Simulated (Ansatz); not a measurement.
Consider the redistribution: `CB[CH2][AlH2]` + `O[SiH](O)CF` → `O[SiH]([AlH2])CF` + `CBCO`.

Isolated molecules relaxed with PBE0-D4/def2-TZVP in Ansatz; ΔE leaves out vibrations. CCSD(T)/CBS adds triple-zeta CCSD(T) − MP2 to the extrapolated MP2 energy (def2 sets, frozen cores). Functionals use def2-TZVPP. B3LYP here is the variant with VWN-RPA as its local correlation; programs differ in this. One conformer a species, not always the lowest.

```json
{"level": "B3LYP-D4", "ΔE (kJ/mol)": "255.6"}
{"level": "r2SCAN", "ΔE (kJ/mol)": "261.8"}
```

**Question.** What does CCSD(T)/CBS give? (An estimate is asked.)

**Answer.** Computed: +266.6 kJ/mol. The listed levels differ from it by -11.0, -4.8 kJ/mol.

Largest T1 diagnostic among the species: 0.012.

The D4 term adds +3.6 kJ/mol with B3LYP and +1.7 kJ/mol with PBE0; it sums over pairs of atoms, weighted by their polarisabilities, and B3LYP, whose exchange is more repulsive, gets the larger term. From PBE to PBE0 (25 % exact exchange), in def2-TZVPP and without D4, ΔE moves by +10.3 kJ/mol.
